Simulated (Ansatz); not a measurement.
A nudged elastic band was laid between two geometries of BF2H + H3P (8 atoms, charge 0, multiplicity 1).

These are results of RHF/def2-TZVP in Ansatz, not measurements.

| Item | Value |
| --- | --- |
| movable images | 5 |
| climbing image | yes |
| spring | 5.0 eV/Å² |
| optimiser | quadratic models (default) |
| start path | through a guess of the saddle point |
| force threshold | 0.03 eV/Å |
| iteration limit | 60 |
| end points | relaxed |

First end point:

```xyz
8
Properties=species:S:1:pos:R:3
B -0.036 0.895 -0.258
H -0.074 1.399 0.812
F 1.098 0.673 -0.854
F -1.126 0.550 -0.876
P 0.278 -3.517 1.195
H -0.600 -3.028 0.212
H 1.413 -2.838 0.715
H -0.055 -2.556 2.166
```

Last end point:

```xyz
8
Properties=species:S:1:pos:R:3
B 0.124 -0.821 -0.499
H -0.225 1.105 2.706
F 1.147 -0.012 -0.525
F -1.011 -0.356 -0.943
P 0.258 -2.589 0.278
H -0.556 -3.259 -0.648
H 1.500 -2.937 -0.275
H -0.340 0.448 3.018
```

**Question.** What changes between the two ends?

**Answer.** Bonds broken: B1–H2, P5–H8. Bonds formed: B1–P5, H2–H8. BF2H + H3P becomes BF2H2P + H2.

**Question.** Give the energies along the band, and the barrier.

**Answer.** The run converged. The highest image is number 3 of 0 to 6, 3.40 eV above the first end and 2.98 eV above the last; the last end lies 0.42 eV above the first. Neighbouring images differ by up to 3.0 eV, so the band resolves the path poorly. A vibrational analysis at the climbing image gives one clearly imaginary mode, 1931i cm⁻¹: a first-order saddle point. The orbitals stay closed-shell, which can raise the energy where a bond breaks towards radicals; this wasn't checked here.

```tsv
image	path coordinate (Å)	energy (eV)	B1–H2 (Å)	P5–H8 (Å)	B1–P5 (Å)
0	0.00	0.00	1.18	1.41	4.66
1	1.12	0.01	1.18	1.41	3.96
2	2.23	0.37	1.18	1.41	3.17
3	3.35	3.40	1.38	1.65	2.07
4	4.40	0.88	2.24	2.41	1.96
5	5.44	0.45	2.97	3.28	1.94
6	6.49	0.42	3.76	4.13	1.94
```

**Question.** What is the geometry of the highest image?

**Answer.** 
```xyz
8
Properties=species:S:1:pos:R:3
B 0.048 -0.192 0.021
H -0.152 0.213 1.328
F 1.189 0.354 -0.394
F -1.070 0.070 -0.651
P 0.223 -2.167 0.618
H -0.744 -3.066 0.182
H 1.454 -2.790 0.449
H -0.052 -0.845 1.559
```

Time of the run: 2.2 min on 4 threads of Arm Neoverse V2, on a shared host, peak memory 0.32 GiB.
